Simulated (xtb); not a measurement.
xtb input for AlOBr, SMILES [O]=[Al][Br], GFN2-xTB. 

```
$ xtb mol.xyz --gfn 2 --sp --chrg 0 --uhf 0 --json
$ cat mol.xyz
3

Al     0.00000000     0.00000000    -1.17560663
O      0.00000000     0.00000000    -2.73836857
Br     0.00000000     0.00000000     1.06256671
```

It prints:

```
[banner left out]
          |                Calculation Setup                |
           -------------------------------------------------



           -------------------------------------------------
          |                 G F N 2 - x T B                 |
           -------------------------------------------------

        Reference                      10.1021/acs.jctc.8b01176
      * Hamiltonian:
        H0-scaling (s, p, d)           1.850000    2.230000    2.230000
        zeta-weighting                 0.500000
      * Dispersion:
        s8                             2.700000
        a1                             0.520000
        a2                             5.000000
        s9                             5.000000
      * Repulsion:
        kExp                           1.500000    1.000000
        rExp                           1.000000
      * Coulomb:
        alpha                          2.000000
        third order                    shell-resolved
        anisotropic                    true
        a3                             3.000000
        a5                             4.000000
        cn-shift                       1.200000
        cn-exp                         4.000000
        max-rad                        5.000000


          ...................................................
          :                      SETUP                      :
          :.................................................:
          :  # basis functions                  24          :
          :  # atomic orbitals                  22          :
          :  # shells                            8          :
          :  # electrons                        16          :
          :  max. iterations                   250          :
          :  Hamiltonian                  GFN2-xTB          :
          :  restarted?                      false          :
          :  GBSA solvation                  false          :
          :  PC potential                    false          :
          :  electronic temp.          300.0000000     K    :
          :  accuracy                    1.0000000          :
          :  -> integral cutoff          0.2500000E+02      :
          :  -> integral neglect         0.1000000E-07      :
          :  -> SCF convergence          0.1000000E-05 Eh   :
          :  -> wf. convergence          0.1000000E-03 e    :
          :  Broyden damping             0.4000000          :
          :  net charge                          0          :
          :  unpaired electrons                  0          :
          ...................................................

 iter      E             dE          RMSdq      gap      omega  full diag
   1     -9.2650827 -0.926508E+01  0.404E+01    4.36       0.0  T
   2     -9.3247157 -0.596330E-01  0.313E+01    3.61       1.0  T
   3     -9.2338148  0.909008E-01  0.206E+01    4.22       1.0  T
   4     -9.3432619 -0.109447E+00  0.212E+00    3.43       1.0  T
   5     -9.3440013 -0.739352E-03  0.275E+00    3.54       1.0  T
   6     -9.3396863  0.431496E-02  0.258E+00    3.40       1.0  T
   7     -9.3446165 -0.493020E-02  0.850E-01    3.71       1.0  T
   8     -9.3447535 -0.137006E-03  0.353E-01    3.70       1.0  T
   9     -9.3447480  0.549491E-05  0.395E-01    3.72       1.0  T
  10     -9.3449261 -0.178070E-03  0.547E-02    3.65       1.1  T
  11     -9.3449293 -0.324477E-05  0.241E-02    3.67       2.4  T
  12     -9.3449303 -0.999348E-06  0.605E-03    3.66       9.5  T
  13     -9.3449304 -0.288477E-07  0.795E-04    3.66      72.7  T
  14     -9.3449304  0.136133E-09  0.598E-04    3.66      96.5  T

   *** convergence criteria satisfied after 14 iterations ***

         #    Occupation            Energy/Eh            Energy/eV
      -------------------------------------------------------------
         1        2.0000           -0.8764717             -23.8500
         2        2.0000           -0.6407604             -17.4360
         3        2.0000           -0.5290923             -14.3973
         4        2.0000           -0.4915225             -13.3750
         5        2.0000           -0.4915225             -13.3750
         6        2.0000           -0.4596195             -12.5069
         7        2.0000           -0.4490233             -12.2185
         8        2.0000           -0.4490233             -12.2185 (HOMO)
         9                         -0.3145082              -8.5582 (LUMO)
        10                         -0.1952128              -5.3120
        11                         -0.1952128              -5.3120
        12                         -0.1586268              -4.3165
        13                         -0.1586268              -4.3165
       ...                                ...                  ...
        22                          1.9496160              53.0518
      -------------------------------------------------------------
                  HL-Gap            0.1345151 Eh            3.6603 eV
             Fermi-level           -0.3817658 Eh          -10.3884 eV

 SCC (total)                   0 d,  0 h,  0 min,  0.004 sec
 SCC setup                      ...        0 min,  0.000 sec (  2.625%)
 Dispersion                     ...        0 min,  0.000 sec (  0.711%)
 classical contributions        ...        0 min,  0.000 sec (  0.474%)
 integral evaluation            ...        0 min,  0.001 sec ( 17.789%)
 iterations                     ...        0 min,  0.002 sec ( 55.811%)
 molecular gradient             ...        0 min,  0.001 sec ( 20.272%)
 printout                       ...        0 min,  0.000 sec (  2.032%)

         :::::::::::::::::::::::::::::::::::::::::::::::::::::
         ::                     SUMMARY                     ::
         :::::::::::::::::::::::::::::::::::::::::::::::::::::
         :: total energy              -9.299738826462 Eh    ::
         :: gradient norm              0.000100551935 Eh/a0 ::
         :: HOMO-LUMO gap              3.660342032297 eV    ::
         ::.................................................::
         :: SCC energy                -9.344930391412 Eh    ::
         :: -> isotropic ES            0.061620826561 Eh    ::
         :: -> anisotropic ES          0.008638657158 Eh    ::
         :: -> anisotropic XC         -0.019836546993 Eh    ::
         :: -> dispersion             -0.001538866506 Eh    ::
         :: repulsion energy           0.045191564950 Eh    ::
         :: add. restraining           0.000000000000 Eh    ::
         :: total charge               0.000000000000 e     ::
         :::::::::::::::::::::::::::::::::::::::::::::::::::::

           -------------------------------------------------
          |                Property Printout                |
           -------------------------------------------------

    * Orbital Energies and Occupations

         #    Occupation            Energy/Eh            Energy/eV
      -------------------------------------------------------------
         1        2.0000           -0.8764717             -23.8500
         2        2.0000           -0.6407604             -17.4360
         3        2.0000           -0.5290923             -14.3973
         4        2.0000           -0.4915225             -13.3750
         5        2.0000           -0.4915225             -13.3750
         6        2.0000           -0.4596195             -12.5069
         7        2.0000           -0.4490233             -12.2185
         8        2.0000           -0.4490233             -12.2185 (HOMO)
         9                         -0.3145082              -8.5582 (LUMO)
        10                         -0.1952128              -5.3120
        11                         -0.1952128              -5.3120
Note: The following floating-point exceptions are signalling: IEEE_DENORMAL
normal termination of xtb
        12                         -0.1586268              -4.3165
        13                         -0.1586268              -4.3165
        14                         -0.0178122              -0.4847
        15                         -0.0106102              -0.2887
        16                         -0.0106102              -0.2887
        17                          0.0010215               0.0278
        18                          0.0010215               0.0278
        19                          0.2051723               5.5830
       ...                                ...                  ...
        22                          1.9496160              53.0518
      -------------------------------------------------------------
                  HL-Gap            0.1345151 Eh            3.6603 eV
             Fermi-level           -0.3817658 Eh          -10.3884 eV

     #   Z          covCN         q      C6AA      α(0)
     1  13 Al       1.529     0.438   195.721    34.471
     2   8 O        0.736    -0.433    22.407     6.343
     3  35 Br       0.793    -0.005   184.739    21.913

 Mol. C6AA /au·bohr⁶  :        993.342076
 Mol. C8AA /au·bohr⁸  :      67742.364948
 Mol. α(0) /au        :         62.727437


Wiberg/Mayer (AO) data.
largest (>0.10) Wiberg bond orders for each atom

 ---------------------------------------------------------------------------
     #   Z sym  total        # sym  WBO       # sym  WBO       # sym  WBO
 ---------------------------------------------------------------------------
     1  13 Al   3.667 --     2 O    2.194     3 Br   1.474
     2   8 O    2.350 --     1 Al   2.194     3 Br   0.156
     3  35 Br   1.629 --     1 Al   1.474     2 O    0.156
 ---------------------------------------------------------------------------

Topologies differ in total number of bonds
Writing topology from bond orders to xtbtopo.mol

molecular dipole:
                 x           y           z       tot (Debye)
 q only:        0.000       0.000       1.258
   full:        0.000      -0.000       0.579       1.472
molecular quadrupole (traceless):
                xx          xy          yy          xz          yz          zz
 q only:        4.727       0.000       4.727       0.000       0.000      -9.454
  q+dip:        6.866       0.000       6.866      -0.000      -0.000     -13.731
   full:        9.927      -0.000       9.927      -0.000      -0.000     -19.853


           -------------------------------------------------
          | TOTAL ENERGY               -9.299738826462 Eh   |
          | GRADIENT NORM               0.000100551935 Eh/α |
          | HOMO-LUMO GAP               3.660342032297 eV   |
           -------------------------------------------------

------------------------------------------------------------------------
------------------------------------------------------------------------
 total:
 SCF:
```

Self-consistency was reached.

Cost: around 0.04 core-seconds (rough).
